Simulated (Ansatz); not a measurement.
**Energy profile**

The step: Si₂H₆O ([SiH3][O][SiH3]) + HCl → Si₂H₅ClO ([SiH3][O][SiH2][Cl]) + H₂; bonds formed: Si1–Cl8, H2–H7; bonds broken: Si1–H2, H7–Cl8 (atoms numbered as in the saddle structure below).

Si1  (-0.768, 0.930, -0.463)
H2  (0.291, 2.075, -1.182)
O3  (-0.488, -0.651, -0.410)
Si4  (0.331, -1.796, 0.475)
H5  (-1.466, 1.078, -1.766)
H6  (-1.518, 1.646, 0.579)
H7  (0.762, 1.920, -0.437)
Cl8  (1.236, 1.259, 1.093)
H9  (0.125, -1.594, 1.926)
H10  (1.767, -1.780, 0.122)
H11  (-0.272, -3.087, 0.062)
(Å)

Electronic energies by CCSD(T) at an estimated basis limit (MP2 extrapolated from triple and quadruple zeta, plus CCSD(T) − MP2 in triple zeta), on PBE0-D4/def2-TZVP structures; Si2H7ClO, closed shell; no counterpoise correction. Ansatz 0.2.0; basis: def2-TZVPP and def2-QZVPP; cores frozen in the correlated methods. Extrapolation: Hartree–Fock as exp(−7.88 √X), correlation as X^−2.97.

Question: Give the profile in kcal/mol, counted from the separated reactants. (Judge from chemistry; the value comes from the calculation.)

Answer: Computed:
```tsv
point	kcal/mol
separated: Si2H6O (linked as [SiH3][O][SiH3]; Si1, H2, O3, Si4, H5, H6, H9, H10, H11; singlet) + HCl (H7, Cl8; singlet)	0.00
start structure	-1.93
saddle	32.08
end structure	-22.77
separated: Si2H5ClO (linked as [SiH3][O][SiH2][Cl]; Si1, O3, Si4, H5, H6, Cl8, H9, H10, H11; singlet) + H2 (H2, H7; singlet)	-21.93
```

No T1 diagnostic of these runs exceeds 0.013.

For scale, one of the runs: CCSD(T)/def2-TZVPP, 255 basis functions, launched by `ansatz run in.yaml --threads 4 --pin off --events-out ev --progress --plain --max-ram 9574MiB`. Time: 3.1 min of wall clock on 4 CPU threads of an AMD EPYC; the host was shared. Peak host memory: 5.2 GiB.
